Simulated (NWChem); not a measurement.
Species: borohydride (BH₄ anion); SMILES [BH4-]

```xyz
5

B      0.0001    -0.0002     0.0001
H     -0.8117    -0.8194    -0.4723
H      0.1554    -0.2243     1.2159
H     -0.4373     1.1562    -0.1562
H      1.0935    -0.1124    -0.5874
```
Atoms are numbered in this order, from 1.

Program: NWChem. Sets without diffuse functions describe the anion's extra electron poorly. Geometry: optimised at B3LYP/def2-SVPD. B3LYP is NWChem's, with the RPA form of VWN correlation. Isotropic indirect couplings, all four terms, static geometry, non-relativistic.

Problem. Predict the results for B3LYP/pcJ-1. Quantities: J(11B atom 1, 1H atom 3) (Hz); J(11B atom 1, 1H atom 4) (Hz); J(1H atom 3, 1H atom 4) (Hz).

Solution. 
| Quantity | Value |
|---|---|
| J(11B atom 1, 1H atom 3) (Hz) | 89.9 |
| J(11B atom 1, 1H atom 4) (Hz) | 89.8 |
| J(1H atom 3, 1H atom 4) (Hz) | -10.6 |
